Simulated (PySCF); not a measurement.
HgCl, SMILES [Cl][Hg] (connectivity only; charge and spin as stated), neutral, multiplicity 2. The structure is a stationary point at PBE-D3(BJ)/def2-TZVPD. The spin state was assumed, not searched. The def2 effective core potentials stand for the cores of Hg; spin–orbit coupling is left out.

All values below come from PySCF 2.14.0 with PBE-D3(BJ)/def2-TZVPD.

Harmonic wavenumbers (cm⁻¹): 243. Rotational constants (GHz): 2.816 (linear); symmetry number 1.

Task: Work out the zero-point energy and the ideal-gas rigid-rotor harmonic-oscillator thermochemistry at 298.15 K and 1 atm.

Result: ZPE = ½ Σ hcν = ½ × 243 cm⁻¹ = 1.45 kJ/mol. H − E(el) = 11.43 kJ/mol. Entropy in J/(mol K): translation 176.89, rotation 72.33, vibration 7.46, spin 5.76, total 262.44. G − E(el) = -66.81 kJ/mol. Cp = 36.53 J/(mol K).
